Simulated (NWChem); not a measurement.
System: C$_{2}$H$_{6}$BCl; SMILES CB(C)Cl

Excerpt of the output:

```
             Northwest Computational Chemistry Package (NWChem) 7.3.0
             --------------------------------------------------------

 C2  symmetry detected

                             Geometry "geometry" -> ""
                             -------------------------

 Output coordinates in angstroms (scale by  1.889725989 to convert to a.u.)

  No.       Tag          Charge          X              Y              Z
 ---- ---------------- ---------- -------------- -------------- --------------
    1 B                    5.0000     0.00000000     0.00000000    -0.39255098
    2 Cl                  17.0000     0.00000000     0.00000000     1.38272472
    3 C                    6.0000     0.00679914     1.37830704    -1.13130747
    4 H                    1.0000    -1.05202108     1.64122864    -1.32008222
    5 H                    1.0000     0.48943677     1.32609636    -2.11950950
    6 H                    1.0000     0.43895921     2.20062419    -0.54434613
    7 C                    6.0000    -0.00679914    -1.37830704    -1.13130747
    8 H                    1.0000    -0.48943677    -1.32609636    -2.11950950
    9 H                    1.0000    -0.43895921    -2.20062419    -0.54434613
   10 H                    1.0000     1.05202108    -1.64122864    -1.32008222

 Effective nuclear repulsion energy (a.u.)     139.8981145723

      Symmetry information
      --------------------

 Group name             C2
 Group number              4
 Group order               2
 No. of unique centers     6

                                 NWChem DFT Module
                                 -----------------

 Summary of "ao basis" -> "ao basis" (spherical)
 ------------------------------------------------------------------------------
       Tag                 Description            Shells   Functions and Types
 ---------------- ------------------------------  ------  ---------------------
 B                          6-31+g*                  8       18   4s3p1d
 Cl                         6-31+g*                 10       22   5s4p1d
 C                          6-31+g*                  8       18   4s3p1d
 H                          6-31+g*                  2        2   2s

      Symmetry analysis of basis
      --------------------------

        a          46
        b          42

            General Information
            -------------------
          SCF calculation type: DFT
          Wavefunction type:  closed shell.
          No. of atoms     :    10
          No. of electrons :    40
           Alpha electrons :    20
            Beta electrons :    20
          Charge           :     0
          Spin multiplicity:     1
          Use of symmetry is: on ; symmetry adaption is: on
          Maximum number of iterations: 150
          AO basis - number of functions:    88
                     number of shells:    46
          Convergence on energy requested:  1.00D-06
          Convergence on density requested:  1.00D-05
          Convergence on gradient requested:  5.00D-04

              XC Information
              --------------
                        BHLYP Method XC Functional
                     Hartree-Fock (Exact) Exchange  0.500
                        Slater Exchange Functional  0.500 local
                    Becke 1988 Exchange Functional  0.500 non-local
              Lee-Yang-Parr Correlation Functional  1.000

             Grid Information
             ----------------
          Grid used for XC integration:  medium
          Radial quadrature: Mura-Knowles
          Angular quadrature: Lebedev.
          Tag              B.-S. Rad. Rad. Pts. Rad. Cut. Ang. Pts.
          ---              ---------- --------- --------- ---------
          B                   0.85       49          11.0       434
          Cl                  1.00       88          12.0       590
          C                   0.70       49          12.0       434
          H                   0.35       45          12.0       434
          Grid pruning is: on
          Number of quadrature shells:   321
          Spatial weights used:  Erf1

      Superposition of Atomic Density Guess
      -------------------------------------

 Sum of atomic energies:        -562.29752076

      Non-variational initial energy
      ------------------------------

 Total energy =    -564.381765
 1-e energy   =   -1048.544266
 2-e energy   =     344.264386
 HOMO         =      -0.359779
 LUMO         =       0.021102

      Symmetry analysis of molecular orbitals - initial
      -------------------------------------------------

  Numbering of irreducible representations:

     1 a           2 b

  Orbital symmetries:

     1 a           2 a           3 b           4 a           5 a
     6 b           7 b           8 a           9 a          10 b
    11 a          12 a          13 a          14 b          15 b
    16 a          17 b          18 b          19 a          20 b
    21 b          22 a          23 b          24 a          25 b
    26 a          27 a          28 b          29 a          30 b

   convergence    iter        energy       DeltaE   RMS-Dens  Diis-err
 ---------------- ----- ----------------- --------- --------- ---------
 d= 0,ls=0.0,diis     1   -564.8056057584 -7.05D+02  6.65D-03  2.86D-01
 d= 0,ls=0.0,diis     2   -564.8424913663 -3.69D-02  3.73D-03  4.95D-02
 d= 0,ls=0.0,diis     3   -564.8484959916 -6.00D-03  1.08D-03  7.72D-03
 d= 0,ls=0.0,diis     4   -564.8496191291 -1.12D-03  1.73D-04  1.30D-04
 d= 0,ls=0.0,diis     5   -564.8496366416 -1.75D-05  4.87D-05  2.23D-05
  Resetting Diis
 d= 0,ls=0.0,diis     6   -564.8496398643 -3.22D-06  1.18D-05  3.29D-07
 d= 0,ls=0.0,diis     7   -564.8496399237 -5.94D-08  2.32D-06  8.94D-09

         Total DFT energy =     -564.849639923702
      One electron energy =    -1052.548012257743
           Coulomb energy =      393.184125931114
    Exchange-Corr. energy =      -45.383868169358
 Nuclear repulsion energy =      139.898114572286

 Numeric. integr. density =       39.999984838642

                  Occupations of the irreducible representations
                  ----------------------------------------------

                     irrep           alpha         beta
                     --------     --------     --------
                     a                11.0         11.0
                     b                 9.0          9.0

                       DFT Final Molecular Orbital Analysis
                       ------------------------------------

 Vector   18  Occ=2.000000D+00  E=-4.142184D-01  Symmetry=a
              MO Center=  4.3D-15,  5.9D-15, -2.3D-01, r^2= 3.8D+00
   Bfn.  Coefficient  Atom+Function         Bfn.  Coefficient  Atom+Function
  ----- ------------  ---------------      ----- ------------  ---------------
    27      0.463033   2 Cl pz                5     -0.274011   1 B  pz
    45      0.223200   3 C  pz               69      0.223200   7 C  pz
    23     -0.181152   2 Cl pz               31      0.173992   2 Cl pz
    49      0.129372   3 C  pz               73      0.129372   7 C  pz
    61     -0.117958   5 H  s                83     -0.117958   8 H  s

 Vector   19  Occ=2.000000D+00  E=-3.900479D-01  Symmetry=b
              MO Center=  2.2D-16, -2.3D-16,  1.1D+00, r^2= 1.9D+00
   Bfn.  Coefficient  Atom+Function         Bfn.  Coefficient  Atom+Function
  ----- ------------  ---------------      ----- ------------  ---------------
    25      0.686270   2 Cl px               29      0.355064   2 Cl px
    21     -0.267105   2 Cl px                3      0.087717   1 B  px
    43     -0.080247   3 C  px               67     -0.080247   7 C  px
     7      0.070285   1 B  px               47     -0.058185   3 C  px
    71     -0.058185   7 C  px               59      0.056590   4 H  s

 Vector   20  Occ=2.000000D+00  E=-3.522471D-01  Symmetry=b
              MO Center= -2.3D-16,  2.6D-15,  6.0D-01, r^2= 2.9D+00
   Bfn.  Coefficient  Atom+Function         Bfn.  Coefficient  Atom+Function
  ----- ------------  ---------------      ----- ------------  ---------------
    26      0.612020   2 Cl py               30      0.324974   2 Cl py
    22     -0.235828   2 Cl py                4     -0.219635   1 B  py
    44      0.173009   3 C  py               68      0.173009   7 C  py
    45     -0.121072   3 C  pz               69      0.121072   7 C  pz
    46     -0.119449   3 C  s                70      0.119449   7 C  s

 Vector   21  Occ=0.000000D+00  E= 1.036555D-02  Symmetry=a
              MO Center= -4.3D-14, -1.2D-13, -1.4D+00, r^2= 1.4D+01
   Bfn.  Coefficient  Atom+Function         Bfn.  Coefficient  Atom+Function
  ----- ------------  ---------------      ----- ------------  ---------------
    10      4.803773   1 B  s                50     -2.143969   3 C  s
    74     -2.143969   7 C  s                13     -0.987598   1 B  pz
    52      0.479126   3 C  py               76     -0.479126   7 C  py
    46     -0.354402   3 C  s                70     -0.354402   7 C  s
     6      0.306418   1 B  s                32     -0.253254   2 Cl s

 Vector   22  Occ=0.000000D+00  E= 1.719168D-02  Symmetry=b
              MO Center=  5.1D-15, -2.7D-15, -3.6D-01, r^2= 3.3D+00
   Bfn.  Coefficient  Atom+Function         Bfn.  Coefficient  Atom+Function
  ----- ------------  ---------------      ----- ------------  ---------------
    11      0.705942   1 B  px                7      0.676080   1 B  px
     3      0.471554   1 B  px               33     -0.258447   2 Cl px
    60      0.250427   4 H  s                88     -0.250427  10 H  s
    12      0.244379   1 B  py               51     -0.240258   3 C  px
    75     -0.240258   7 C  px               25     -0.233273   2 Cl px

[...]
```

Level: BHandHLYP/6-31+G* (spherical d), vertical spin-unrestricted ions. Coordinates come from a PBE0/def2-SVP optimisation.

Reconstruct the input file.

One answer among several that fit: the input that was run:
```
start job
memory heap 200 mb stack 900 mb global 1100 mb
geometry units angstroms noautoz
  B      0.001641    -0.393674    -0.054542
  Cl     0.042895     1.365334    -0.290747
  C      1.362322    -1.155231     0.064259
  H      1.628053    -1.489328    -0.957323
  H      1.283819    -2.068831     0.673671
  H      2.195075    -0.534221     0.422530
  C     -1.393386    -1.096090     0.023248
  H     -1.360788    -2.140747    -0.322924
  H     -2.198774    -0.553973    -0.491488
  H     -1.668064    -1.136077     1.095077
end
basis spherical
  B library 6-31+g*
  Cl library 6-31+g*
  C library 6-31+g*
  H library 6-31+g*
end
dft
  xc bhlyp
  iterations 150
  vectors input atomic output neutral.movecs
end
task dft energy
charge 1
dft
  odft
  mult 2
  vectors input atomic output cation.movecs
end
task dft energy
charge -1
dft
  odft
  mult 2
  vectors input atomic output anion.movecs
end
task dft energy
```
